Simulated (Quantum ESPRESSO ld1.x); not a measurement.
Results of a calculation; reference values are marked as such.
All-electron atom: Zn XXIV in [He] 2s2 2p3. Level of theory: scalar-relativistic Kohn-Sham, PBEsol, spin-unpolarised, spherical densities, point nucleus (ld1.x of Quantum ESPRESSO 7.5). Some entries of the table are withheld. Estimate them.

| orbital | occ. | eigenvalue (eV) | <r> (bohr) | r(max) (bohr) |
|---|---|---|---|---|
| 1s | 2 | -10834.4 | 0.05018 | (1) |
| 2s | 2 | (2) | 0.2144 | 0.1833 |
| 2p | 3 | -2156.67 | 0.1850 | 0.1455 |
| 3s | 0 | (3) | 0.5109 | 0.4870 |
| 3p | 0 | (4) | (5) | 0.4638 |

Answer. 
(1) 1s r(max) (bohr): 0.03290
(2) 2s eigenvalue (eV): -2275.24
(3) 3s eigenvalue (eV): -929.223
(4) 3p eigenvalue (eV): -891.969
(5) 3p <r> (bohr): 0.4898
